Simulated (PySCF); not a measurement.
Compound: C11H11N.
Atom-mapped SMILES: `[cH:1]1[cH:2][cH:3][n:4]([C@H:5]2[C@H:6]3[CH:7]=[CH:8][C@@H:9]2[CH:10]=[CH:11]3)[cH:12]1` (hydrogens: H13 on C1; H14 on C2; H15 on C3; H16 on C5; H17 on C6; H18 on C7; H19 on C8; H20 on C9; H21 on C10; H22 on C11; H23 on C12)

The calculation used PBE0-D3(BJ)/def2-SVP geometry optimisation, gas phase in PySCF 2.14.0.

Q: Give the optimised bond lengths and angles.

A: 
```tsv
bond	length (Å)	order
C1–C2	1.420	aromatic
C3–N4, N4–C12	1.369	aromatic
N4–C5	1.442	single
C5–C6, C5–C9	1.554	single
C6–C7, C8–C9	1.533	single
C7=C8	1.335	double
C10=C11	1.337	double
C1–C12, C2–C3	1.379	aromatic
C6–C11, C9–C10	1.529	single
C1–H13, C2–H14	1.088	single
C3–H15, C12–H23	1.087	single
C5–H16	1.102	single
C6–H17, C9–H20	1.097	single
C7–H18, C8–H19	1.090	single
C10–H21, C11–H22	1.090	single
```

Bonds in one row agree within 0.01 Å and their mean is given. Orders are formal, as drawn. A selection of angles:
```tsv
angle	degrees
C2–C1–C12	107.0
C2–C3–N4	108.4
C3–N4–C5	126.5
C3–N4–C12	109.0
C5–N4–C12	124.4
N4–C5–C6	115.8
C6–C5–C9	91.9
C5–C6–C7	99.1
C5–C6–C11	97.5
C7–C6–C11	107.9
C6–C7–C8	107.0
C9–C10–C11	107.0
```

Dihedral angles: C3–N4–C5–C6 26° (synperiplanar); N4–C5–C6–C7 66° (synclinal); C5–C6–C7–C8 36° (synclinal); C6–C7–C8–C9 0° (synperiplanar); C7–C8–C9–C10 65° (synclinal); C8–C9–C10–C11 -65° (synclinal); C9–C10–C11–C6 0° (synperiplanar); N4–C5–C9–C8 -66° (synclinal); C5–C6–C11–C10 -37° (synclinal).

The 5-membered ring C5–C6–C7–C8–C9 has internal angles of 91.9° to 107.1°; it is puckered, 0.27 Å rms from its mean plane, widest ring torsion 54°. The C–C distances run from 1.335 Å (C7=C8, drawn double) to 1.558 Å (C5–C9, drawn single), a spread of 0.223 Å. Of the pairs four or more bonds apart, C6···H15 is among the closest relative to their van der Waals radii: 2.71 Å, 94 % of the sum of Bondi's values. The 5-membered ring C1–C2–C3–N4–C12 has internal angles of 107.0° to 109.0°; it is planar, 0.00 Å rms from its mean plane, widest ring torsion 0°. The 5-membered ring C5–C6–C11–C10–C9 has internal angles of 91.9° to 107.1°; it is puckered, 0.28 Å rms from its mean plane, widest ring torsion 56°. N4 (pyrrole-type nitrogen) is planar (angles 126.5°, 124.4° and 109.0°, sum 359.9°, 0.02 Å off the plane of its three neighbours). The 3 C–N bonds span 1.369 Å (C3–N4, aromatic) to 1.442 Å (N4–C5, drawn single), a spread of 0.073 Å.

Point group: C1 (no symmetry element, even within 0.4 Å). Not checked by PBE0-D3(BJ)/def2-SVP frequencies. One conformer, not necessarily the lowest.
